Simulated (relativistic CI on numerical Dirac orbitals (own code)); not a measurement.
# Forbidden lines of Pm²⁶⁺

These numbers are calculated, not measured: Dirac-Coulomb-Breit CI, KLI orbitals optimised for each configuration, model QED (radiative potential, 1s self-energy scaled to tabulated hydrogen-like ionisation energies), unscaled Slater integrals (own radial code, finite nucleus).

CI space (outside the closed core [Ar] 3d10): 4s²4p⁵, 4s4p⁶, 4s²4p⁴4d, 4s4p⁵4d, 4s²4p⁴4f, 4s4p⁵4f, 4p⁶4d, 4s4p⁴4d², 4s²4p³4d4f, 4p⁶4f, 4s²4p⁴5s, 4p⁶5s, 4s²4p⁴5p, 4p⁵4d4f, 4s4p⁴4d5s, 4s4p⁴4f², 4s4p⁵5s, 4s²4p⁴5d, 4s²4p³4f5s, 4s4p⁵5p, 4s²4p⁴5f, 4s²4p⁴5g, 4s4p⁵5d, 4s²4p⁴6s, 4p⁵4f5s, 4s²4p⁴6p, 4s4p⁵5f, 4s²4p³4d², 4s²4p²4d³, 4s4p³4d³, 4s²4p²4d²4f, 4s4p³4d²4f, 4s²4p²4d²5s, 4p⁵4d², 4p⁴4d³, 4p⁴4d²4f, 4p⁴4d²5s, 4p⁵4d5s, 4p⁴4d4f5s, 4p⁴4d5s², 4s²4p³5s², 4s²4p²4d5s², 4s4p³4d5s², 4s²4p²4f5s², 4s4p³4f5s². Double excitations out of closed p, d and f shells are left out; levels of such configurations are missing from the list, as are those of other unlisted configurations, and high levels can miss mixing partners. These lack a partner that the ground configuration has and come out too high: 4s²4p⁴5p, 4s4p⁵5s, 4s²4p⁴5d, 4s4p⁵5p, 4s²4p⁴5f.

```tsv
λ vac (nm)	Lower	Upper	Type	A (s⁻¹)	log gf
31.134	4s²4p⁴4d ²F7/2 [8]	4s²4p⁴4d ²F7/2 [24]	M1	3.88e+04	-5.35
31.782	4s²4p⁴4d ⁴F9/2 [9]	4s²4p⁴4d ²F7/2 [24]	M1	1.20e+05	-4.84
32.189	4s²4p⁴4d ⁴F7/2 [7]	4s²4p⁴4d ²G9/2 [22]	M1	6.04e+03	-6.03
34.147	4s²4p⁴4d ⁴D5/2 [5]	4s²4p⁴4d ⁴D7/2 [19]	M1	1.27e+04	-5.75
35.478	4s²4p⁴4d ⁴D5/2 [5]	4s²4p⁴4d ²G7/2 [18]	M1	1.57e+04	-5.63
36.087	4s²4p⁴4d ²F7/2 [8]	4s²4p⁴4d ²G9/2 [22]	M1	2.46e+04	-5.32
36.589	4s²4p⁴4d ⁴F7/2 [7]	4s²4p⁴4d ⁴D7/2 [19]	M1	3.14e+04	-5.30
36.959	4s²4p⁴4d ⁴F9/2 [9]	4s²4p⁴4d ²G9/2 [22]	M1	1.28e+05	-4.58
37.708	4s²4p³4d² ⁴G°11/2 [53]	4s²4p³4d² ⁴H°13/2 [108]	M1	3.97e+04	-4.93
38.122	4s²4p⁴4d ⁴F7/2 [7]	4s²4p⁴4d ²G7/2 [18]	M1	8.90e+04	-4.81
39.107	4s²4p⁵ ²P°3/2 [1]	4s²4p⁵ ²P°1/2 [2]	M1	2.97e+05	-4.87
40.740	4s²4p⁴4d ⁴D5/2 [5]	4s²4p⁴4d ⁴D3/2 [16]	M1	1.87e+05	-4.73
41.118	4s²4p³4d² ²H°11/2 [63]	4s²4p³4d² ²I°13/2 [126]	M1	3.36e+04	-4.92
41.457	4s²4p⁴4d ²D5/2 [12]	4s²4p⁴4d ²F7/2 [24]	M1	2.29e+04	-5.33
41.710	4s²4p⁴4d ²F7/2 [8]	4s²4p⁴4d ⁴D7/2 [19]	M1	5.54e+04	-4.94
42.880	4s²4p⁴4d ⁴F9/2 [9]	4s²4p⁴4d ⁴D7/2 [19]	M1	1.11e+05	-4.61
43.714	4s²4p⁴4d ²F7/2 [8]	4s²4p⁴4d ²G7/2 [18]	M1	3.11e+04	-5.15
46.748	4s²4p⁴4d ²F5/2 [14]	4s²4p⁴4d ²F7/2 [24]	M1	8.97e+03	-5.63
62.589	4s²4p⁴4d ²D5/2 [12]	4s²4p⁴4d ⁴D7/2 [19]	M1	1.55e+04	-5.14
75.486	4s²4p⁴4d ²F5/2 [14]	4s²4p⁴4d ⁴D7/2 [19]	M1	2.50e+04	-4.77
```

Terms are leading LS components. Brackets give the number of a level in order of energy, since labels repeat. The list gives strong lines, with weight on those to low levels, among the lowest 400 of 9441 levels, so that lines to higher ones, which can be the strongest, are missing. Levels whose partners in the same complex of configurations lie outside the list can be far off, and so can their lines. Rates are taken at the computed energies, electric ones in the length gauge.

At this charge energies of transitions that change n are usually good to better than 1 %, and those within a shell (Δn = 0) to a few per cent.

Problem. From the table, what is the radiative lifetime of 4s²4p⁴4d ⁴D7/2?

Solution. The listed rates from this level add up to about 2.51e+05 s⁻¹, 99 % of its decay; with all channels τ = 3.95e-06 s.

LS names give the leading component of a level, which can be under half, so a name can repeat, a term be missing and a line seem to break the LS rules.
